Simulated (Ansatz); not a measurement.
Relaxation of BFH5NO (9 atoms, charge 0, multiplicity 1), to a largest force component of 0.03 eV/Å in at most 50 steps.

The calculation used Ansatz 0.2.0, RKS BHLYP-D4/def2-SVP.

```xyz
9
Properties=species:S:1:pos:R:3
B -0.048 -0.384 -0.230
F -0.110 -0.603 1.080
O 1.073 -0.666 -0.900
H 1.798 -0.928 -0.337
H -1.032 -0.062 -0.817
N 0.178 2.130 0.846
H 0.908 2.716 1.220
H -0.622 2.723 0.685
H -0.086 1.460 1.581
```

Q: Where does it end, and by what steps?

A: The run converged. After 20 steps the energy has fallen by 0.359 eV; H7 moved furthest, 0.97 Å. Joined: B1–N6 (2.74 → 1.70 Å).

```tsv
step	energy less start (eV)	largest force component (eV/Å)	accepted
0	0.0000	0.739	yes
1	-0.0304	0.913	yes
2	-0.0562	1.295	yes
3	-0.1109	1.249	yes
4	-0.1833	0.977	yes
5	-0.2671	0.873	yes
6	-0.3038	0.382	yes
7	-0.3160	0.138	yes
8	-0.3233	0.207	yes
9	-0.3264	0.115	yes
10	-0.3304	0.277	yes
11	-0.3351	0.269	yes
12	-0.3408	0.351	yes
13	-0.3466	0.270	yes
14	-0.3518	0.212	yes
15	-0.3578	0.099	yes
16	-0.3287	0.529	no
17	-0.3587	0.056	yes
18	-0.3587	0.048	yes
19	-0.3588	0.033	yes
20	-0.3589	0.008	yes
```

```xyz
9
Properties=species:S:1:pos:R:3
B -0.035 0.081 0.094
F 0.146 -0.742 1.190
O 1.009 0.032 -0.843
H 1.703 -0.550 -0.546
H -1.161 0.086 -0.368
N 0.078 1.630 0.797
H 0.986 1.748 1.232
H -0.025 2.332 0.075
H -0.642 1.768 1.496
```

Whether the end is a true minimum wasn't checked by a vibrational analysis.

The run took 30 s on 2 threads of Arm Neoverse V2, with other jobs on the host, peak memory 0.15 GiB.
